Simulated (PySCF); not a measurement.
## Gas-phase XPS of SiH2(NHMe)2, computed

Species: SiH2(NHMe)2, C2H10N2Si.
Structure used (PBE0-D3(BJ)/def2-SVP), in Å, numbered top down from 1:
```
atom  x, y, z in Å
Si1    1.0619   -0.2588   -0.1062
H2     1.5445    0.0234    1.2886
H3     2.2713   -0.4862   -0.9663
N4     0.0637    1.1046   -0.4604
C5     0.1095    2.3968    0.1745
H6    -0.4601    1.0845   -1.3289
H7    -0.9019    2.7970    0.3655
H8     0.6092    2.3111    1.1521
H9     0.6636    3.1606   -0.4042
N10    0.1308   -1.6880   -0.3554
C11   -1.1535   -1.9624    0.2388
H12    0.5961   -2.4933   -0.7568
H13   -1.1017   -2.5967    1.1451
H14   -1.6277   -1.0125    0.5299
H15   -1.8384   -2.4566   -0.4724
```

Computed, not measured: delta-SCF UKS SCAN, pcX-2 on the ionised atom, pcseg-1 elsewhere, spin-free X2C (PySCF). Each binding energy is the total energy of the core-ionised species, with the hole localised on one atom, minus that of the ground state; both are solved self-consistently, so orbital relaxation is included.

Question: List the computed XPS lines with their assignment.

Answer: 
| atom(s) | bonded to | level | binding energy (eV) | 2p1/2 (eV) | count |
| --- | --- | --- | --- | --- | --- |
| Si1 | 2 N and 2 H | Si 1s | 1846.55 | – | 1 |
| N4/N10 | C, H and Si | N 1s | 404.18 | – | 2 |
| C5/C11 | N and 3 H | C 1s | 291.48 | – | 2 |
| Si1 | 2 N and 2 H | Si 2p3/2 | 106.56 | 107.19 | 1 |

Question: What is the longest wavelength that can ionise Si 2p3/2 of Si1 vertically?

Answer: λ = hc/E = 12398.42 eV Å / 106.56 eV = 116.352 Å.

Question: Express the binding energy of Si 2p3/2 of Si1 in atomic units and per mole.

Answer: 106.56 eV = 3.9160 Eh = 10281 kJ/mol.

Topologically equivalent atoms share the value of their first member; where this conformer doesn't relate them by symmetry, their own values could differ. The 2p values add to the ΔSCF energy of one spin-free hole a correction within the shell (spin–orbit coupling, ligand field). 2p1/2 minus 2p3/2 (ligand field included): Si 0.62 eV. One conformer (not necessarily the lowest) at the PBE0-D3(BJ)/def2-SVP geometry, without solvent, vibrations or thermal averaging.

Time: 50 s of wall time; peak memory 0.51 GiB. Hardware: Arm Neoverse N1, one thread, shared host with 64 logical CPUs at a one-minute load of 56.
